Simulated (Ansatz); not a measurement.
A nudged elastic band was laid between two geometries of GaH₅NO₂ (9 atoms, charge 0, multiplicity 2).

Level of theory: Ansatz, UHF/def2-SVP.

| Quantity | Value |
| --- | --- |
| movable images | 7 |
| climbing image | yes |
| spring | 5.0 eV/Å² |
| optimiser | quadratic models (default) |
| start path | through a guess of the saddle point |
| force threshold | 0.05 eV/Å |
| iteration limit | 60 |
| end points | relaxed |

Initial state:

```xyz
9
Properties=species:S:1:pos:R:3
Ga -0.124 0.347 0.488
H -0.584 1.839 0.659
O 1.582 -0.002 0.043
H 1.741 -0.749 -0.511
O -1.281 -0.933 -0.030
H -2.122 -0.684 -0.376
N 0.119 -0.368 2.535
H -0.579 -0.784 3.138
H 1.038 -0.465 2.948
```

Final state:

```xyz
9
Properties=species:S:1:pos:R:3
Ga -0.118 0.181 0.066
H -0.192 1.250 2.638
O 1.572 -0.488 0.117
H 2.009 -0.701 -0.690
O -1.462 -1.039 0.153
H -2.081 -1.077 -0.557
N -0.052 0.357 2.196
H -0.749 -0.289 2.533
H 0.863 0.007 2.438
```

**Question.** What changes between the two ends?

**Answer.** Bonds broken: Ga1–H2. Bonds formed: H2–N7.

**Question.** Give the energies along the band, and the barrier.

**Answer.** The forces met the threshold. The highest image is number 4 of 0 to 8, 33.3 kcal/mol above the first end and 52.6 kcal/mol above the last; the last end lies 19.3 kcal/mol below the first. The profile has 2 maxima (images 4, 7) with wells between them (image 6): this band takes more than one step, which may be the mechanism or a detour left from its start path. Neighbouring images differ by up to 2.2 eV, so the band resolves the path poorly. A vibrational analysis at the climbing image gives one clearly imaginary mode, 1788i cm⁻¹: a first-order saddle point.

```
image  path coordinate (Å)  energy (kcal/mol)  Ga1–H2 (Å)  H2–N7 (Å)
    0                 0.00                0.0        1.57       2.98
    1                 0.51                1.1        1.57       2.77
    2                 1.02                4.7        1.59       2.49
    3                 1.54               12.3        1.62       2.07
    4                 2.05               33.3        1.77       1.42
    5                 3.19              -17.1        2.61       1.01
    6                 4.33              -18.6        2.81       1.01
    7                 5.47              -17.9        2.77       1.01
    8                 6.62              -19.3        2.79       1.01
```

**Question.** What is the geometry of the highest image?

**Answer.** 
```xyz
9
Properties=species:S:1:pos:R:3
Ga -0.004 0.000 0.474
H -0.284 0.974 1.921
O 1.641 -0.041 -0.194
H 1.760 -0.378 -1.067
O -1.306 -0.796 -0.445
H -2.208 -0.580 -0.280
N 0.049 -0.294 2.456
H -0.741 -0.538 3.030
H 0.884 -0.145 2.998
```

Time of the run: 7.3 min on 2 threads of Arm Neoverse V2, with other jobs on the host, peak memory 0.28 GiB.
